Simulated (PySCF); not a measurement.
A structure optimised at TPSSh-D3(BJ)/def2-TZVP, used in a PySCF frequency run:

```
Al
O 1 1.7007
H 2 0.9603 1 123.26
H 1 1.5734 2 123.26 3 0.00
S 1 2.1815 4 120.58 2 180.00
H 5 1.3455 1 92.57 4 -180.00
```
Charge 0, spin multiplicity 1.

Question: Write its SMILES, formula and point group.

Answer: [OH][AlH][SH], AlH₃OS, Cs

Question: What are its rotational constants (standard atomic weights)?

Answer: 22.504, 3.6073, 3.1090 GHz
